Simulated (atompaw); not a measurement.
## u(r) = r·R(r): atom against pseudo-atom (hydrogen)

Columns: radius, all-electron u(r) and pseudo u(r) of the 1s shell (level -6.49 eV) of hydrogen in the configuration 1s1; PBE, scalar-relativistic, PAW (atompaw) scheme, atompaw 4.2.0.5.

```json
{"r (bohr)": "0.037", "all-electron": "0.0685", "pseudo": "0.0461"}
{"r (bohr)": "0.073", "all-electron": "0.1302", "pseudo": "0.0905"}
{"r (bohr)": "0.110", "all-electron": "0.1889", "pseudo": "0.1355"}
{"r (bohr)": "0.146", "all-electron": "0.2417", "pseudo": "0.1783"}
{"r (bohr)": "0.183", "all-electron": "0.2917", "pseudo": "0.2212"}
{"r (bohr)": "0.219", "all-electron": "0.3365", "pseudo": "0.2618"}
{"r (bohr)": "0.256", "all-electron": "0.3788", "pseudo": "0.3022"}
{"r (bohr)": "0.292", "all-electron": "0.4165", "pseudo": "0.3403"}
{"r (bohr)": "0.329", "all-electron": "0.4519", "pseudo": "0.3781"}
{"r (bohr)": "0.365", "all-electron": "0.4834", "pseudo": "0.4134"}
{"r (bohr)": "0.402", "all-electron": "0.5128", "pseudo": "0.4481"}
{"r (bohr)": "0.438", "all-electron": "0.5387", "pseudo": "0.4799"}
{"r (bohr)": "0.475", "all-electron": "0.5628", "pseudo": "0.5103"}
{"r (bohr)": "0.512", "all-electron": "0.5844", "pseudo": "0.5382"}
{"r (bohr)": "0.548", "all-electron": "0.6032", "pseudo": "0.5628"}
{"r (bohr)": "0.585", "all-electron": "0.6205", "pseudo": "0.5855"}
{"r (bohr)": "0.621", "all-electron": "0.6353", "pseudo": "0.6053"}
{"r (bohr)": "0.658", "all-electron": "0.6487", "pseudo": "0.6235"}
{"r (bohr)": "0.694", "all-electron": "0.6601", "pseudo": "0.6396"}
{"r (bohr)": "0.731", "all-electron": "0.6702", "pseudo": "0.6546"}
{"r (bohr)": "0.767", "all-electron": "0.6785", "pseudo": "0.6677"}
{"r (bohr)": "0.804", "all-electron": "0.6856", "pseudo": "0.6794"}
{"r (bohr)": "0.840", "all-electron": "0.6913", "pseudo": "0.6885"}
{"r (bohr)": "0.877", "all-electron": "0.6959", "pseudo": "0.6952"}
{"r (bohr)": "0.913", "all-electron": "0.6993", "pseudo": "0.6993"}
{"r (bohr)": "0.950", "all-electron": "0.7018", "pseudo": "0.7018"}
```

Question: How many radial nodes do the two functions have?

Answer: The all-electron 1s function has n − l − 1 = 0; the pseudo-wave has 0.

Question: Is the pseudo-wave norm-conserving?

Answer: No, it belongs to a PAW set: the norm inside the radius is not constrained, and the difference is carried by the augmentation charge.
